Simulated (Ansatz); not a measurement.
Li7⁺. The state is a triplet with charge 1. Geometry PBE/def2-TZVP, that of the neutral doublet; atoms count from 1.

```tsv
atom	x (Å)	y (Å)	z (Å)
Li1	1.935	1.500	-0.822
Li2	1.216	-1.240	-1.913
Li3	-1.948	-0.164	1.690
Li4	-0.020	2.166	1.408
Li5	-0.880	0.614	-0.956
Li6	-1.183	-2.265	-0.362
Li7	0.880	-0.610	0.956
```

At PBE0/def2-TZVP a singlet of charge 1 lies 0.67 eV below the triplet at the same geometry. The structure comes from a short search, and lower isomers may exist.

**Question.** Estimate the Mulliken populations from the PBE0/def2-TZVP orbitals of Ansatz.

**Answer.** 
| atom | charge (e) | spin (α − β) |
| --- | --- | --- |
| Li1 | 0.19 | 0.34 |
| Li2 | 0.16 | 0.09 |
| Li3 | 0.16 | 0.09 |
| Li4 | 0.19 | 0.34 |
| Li5 | 0.05 | 0.26 |
| Li6 | 0.20 | 0.64 |
| Li7 | 0.05 | 0.26 |
Mulliken values and Mayer orders depend strongly on the basis.

**Question.** Where does the spin sit?

**Answer.** Summed by element: Li 2.00, of 2 unpaired in all. Largest on single atoms: Li6 0.64, Li4 0.34, Li1 0.34.

**Question.** And the Mayer bond orders between bonded heavy atoms (over 0.3)?

**Answer.** Li5–Li7 0.30 (2.87 Å).
